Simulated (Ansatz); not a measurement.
Ideal-gas functions of `[SiH3][SbH2]` at 600 K and 1 bar, from an Ansatz frequency run at PBE0-D4/def2-TZVP.

Molar mass 154.89 g/mol, point group Cs (symmetry number 1), electronic degeneracy 1, moments of inertia 11.728, 177.676, 177.858 u Å². Harmonic wavenumbers (cm⁻¹, unscaled): 126, 309, 388, 403, 599, 628, 827, 865, 939, 942, 1961, 1967, 2216, 2230, 2235.

Use S(trans) = R[1.5 ln M + 2.5 ln T − 1.1517]; rotational temperatures θ = 24.2544 K / I; S(rot) = R[ln(√π/σ · √(T³/θAθBθC)) + 1.5]; for each mode x = 1.438777 ν̃/T, S = R[x/(eˣ − 1) − ln(1 − e⁻ˣ)] and H = RT x/(eˣ − 1); 1 cm⁻¹ = 0.0119627 kJ/mol; R = 8.31446 J/(mol·K).

By hand: the entropy, in J/(mol·K).

Translation 186.3. Rotation: θ = 2.0681, 0.1365, 0.1364 K, giving 110.6. Vibration, mode by mode: 18.30, 10.99, 9.21, 8.91, 5.98, 5.65, 3.86, 3.59, 3.13, 3.11, 0.43, 0.43, 0.26, 0.25, 0.25, in all 74.4. Electronic 0.0. Sum 371.3 J/(mol·K).

By hand: H − E and G − E in kJ/mol, counted from the electronic energy.

Zero-point energy ½ × 16635 × 0.0119627 = 99.5; thermal vibration 24.5; translation, rotation and pV give 4 RT = 20.0. H − E = 144.0 kJ/mol, and G − E = 144.0 − 600 × 371.3/1000 = -78.8 kJ/mol.

Vibration gives 20 % of the entropy, 18.3 J/(mol·K) of it from the mode under 150 cm⁻¹: soft modes count most, and the harmonic formula is weakest for them.
